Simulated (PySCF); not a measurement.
HfFH3, SMILES [HfH3][F], multiplicity 1.

Geometry optimised at r2SCAN-D4/def2-TZVP. The spin state was assumed, not searched. The structure was generated by enumeration; whether it is a known compound was not checked. The def2 effective core potentials stand for the cores of Hf; spin–orbit coupling is left out.

Method: r2SCAN-D4/def2-TZVP (PySCF 2.14.0).

Frequencies are harmonic and unscaled.

Modes within 1.5 cm⁻¹ of each other (mostly degenerate sets) share a row, with their intensities summed.

Computed normal modes with their intensities:
```tsv
mode	ν (cm⁻¹)	IR (km/mol)	Raman (Å⁴/amu)	depolarisation	moving atoms (share of kinetic energy)
1–2	403	107.3	8.0	0.75	H 90 %
3	537	125.1	7.4	0.70	H 79 %, F 20 %
4–5	657	128.4	112.7	0.75	H 99 %
6	697	274.1	0.9	0.38	F 70 %, H 19 %, Hf 11 %
7–8	1711	950.9	106.4	0.75	H 99 %
9	1757	89.4	284.4	0.01	H 100 %
```
